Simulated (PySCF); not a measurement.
AlH₅OP₂, SMILES [OH][Al]([PH2])[PH2].

Geometry: B3LYP-D3(BJ)/def2-SVP. The structure was generated by enumeration; whether it is a known compound was not checked. Other conformers were not sampled.

Level of theory: PBE/def2-TZVP run with PySCF.

### Question
Estimate the frontier levels, gap, dipole moment and polarisability. (Estimate from the structure and the level; the computed values follow.)

### Answer

```yaml
highest_occupied_level: -5.90 eV
lowest_empty_level: -1.64 eV
orbital_gap: 4.26 eV
dipole_moment: 1.64 D
quadrupole, principal values (traceless, Buckingham form, about the centre of nuclear charge): -8.44, 1.26, 7.19 D·Å
mean_static_polarisability: 89.4 bohr³ (13.24 Å³)
polarisability_principal_values: 67.5, 83.0, 117.6 bohr³
```
